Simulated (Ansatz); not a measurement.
`N[SiH]1CS1` + H₂O → `O[SiH]1CS1` + NH₃ at 500 K and 1 bar (formal hydrolysis of the Si–N bond).

Gas-phase electronic energies from Ansatz, PBE0-D4/def2-TZVP geometries. CCSD(T)/CBS adds triple-zeta CCSD(T) − MP2 to the extrapolated MP2 energy (def2 sets, frozen cores). This one scheme is used for every species. Each species was taken in one conformer, which may not be the lowest.

```
     species  CCSD(T)/CBS energy (Eh)  H − E (kJ/mol)  S (J/(mol·K))
`N[SiH]1CS1`               -782.65285           206.0          372.0
         H₂O                -76.37941            73.2          206.3
`O[SiH]1CS1`               -802.53827           172.0          357.0
         NH₃                -56.50880           108.2          211.8
```

H − E and S are ideal-gas, rigid-rotor, harmonic terms from PBE0-D4/def2-TZVP, for one conformer and one mirror image of each species. 1 Eh = 2625.50 kJ/mol, R = 8.31446 J/(mol·K).

**Question.** By hand: ΔE, ΔH, ΔS and ΔG.

**Answer.** ΔE = (-802.53827) + (-56.50880) − (-782.65285) − (-76.37941) = -0.01481 Eh = -38.9 kJ/mol. Δ(H − E) = 172.0 + 108.2 − 206.0 − 73.2 = 1.0, so ΔH = -37.9 kJ/mol. ΔS = 357.0 + 211.8 − 372.0 − 206.3 = -9.5 J/(mol·K). ΔG = -37.9 − 500 × (-9.5)/1000 = -33.1 kJ/mol.

**Question.** By hand: the equilibrium constant, and the temperature at which ΔG would vanish if ΔH and ΔS stayed fixed.

**Answer.** log₁₀ K = −ΔG/(RT ln 10) = 3.5. ΔG = 0 at ΔH/ΔS = 3989 K, far beyond where these terms or the molecules hold.

The number of gas molecules stays the same, so ΔS is small and ΔH decides. A doubt of 5 kJ/mol in ΔE shifts log₁₀ K by 0.5 here. Other conformers and mirror images would add mixing entropy, several J/(mol·K) or more a flexible species. These are equilibria of isolated gas molecules and say nothing of rates. Largest T1 diagnostic: 0.012 (customary marks: 0.02 for closed shells, 0.045 for open ones).
